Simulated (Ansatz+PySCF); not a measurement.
Results of a calculation; reference values are marked as such.
Several solutions for sextet MnCl₂

```xyz
3

Mn    0.0000    0.0000    0.0000
Cl    0.0000    0.0000    2.1840
Cl    0.0000    0.0000   -2.1840
```

Basis set: def2-SVP (spherical functions). Charge 0, multiplicity 6.

UHF was run from several starts with Ansatz (development build ahead of 0.2.0) and PySCF 2.14.0.

```tsv
run	program	start	converged	energy (hartree)	<S²>
A	PySCF	program defaults	yes	-2068.24390	8.77
B	PySCF	guess huckel, instabilities followed	yes	-2068.55760	8.77
C	Ansatz	stability test followed	yes	-2068.55760	8.77
D	Ansatz	atomic start, no search	yes	-2068.55760	8.77
E	PySCF	guess atom, instabilities followed	yes	-2068.55760	8.77
F	PySCF	guess minao, instabilities followed	yes	-2068.55760	8.77
G	Ansatz	search for the lowest state	yes	-2068.55760	8.77
```

Q: Which runs reached the lowest solution of this kind, and what is wrong with the others?

A: B, C, D, E, F, G reached the lowest solution found. Converged but too high: A by 8.54 eV. Convergence only shows a stationary point, and even a stable one can lie too high; stability tests and further starts are what find lower ones. Caution: other spin multiplicities were not run.
